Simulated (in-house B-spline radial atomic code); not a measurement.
**Ionising Zn⁺ with different functionals**

Computed with a B-spline radial code for spherical atoms: four-component Dirac-Coulomb Hamiltonian, Fermi nucleus of rms radius 3.9283 fm, spin-restricted, spherical fractional occupations for the functionals, and exact exchange of hybrids averaged over the configuration. The ionisation energy is the difference of two self-consistent energies, [Ar] 3d10 4s1 → [Ar] 3d10, without Breit or QED terms; ε is the level of the shell that loses the electron (mean over j).

| method | rung | ΔSCF (eV) | -ε(4s) (eV) |
| --- | --- | --- | --- |
| PBE0 | global hybrid | 18.13 | 14.89 |
| B97-1 | global hybrid | 18.15 | 14.72 |
| BHandHLYP | global hybrid | 18.14 | 15.95 |
| wB97X | range-separated hybrid | 18.06 | 17.47 |

Task: Among the functionals, which spreads more, the ΔSCF values or the orbital energies?

Result: The orbital energies: ΔSCF values span about 0.09 eV and the orbital energies 2.75 eV; here energy differences depend much less on the functional than eigenvalues do.

Task: How do they compare with the NIST value?

Result: NIST lists 17.964 eV (measured, ground level to ground level). Errors run from +0.10 to +0.18 eV; wB97X is closest (+0.10 eV), but part of that can be cancellation, since the calculations leave out Breit-QED terms, spin polarisation.
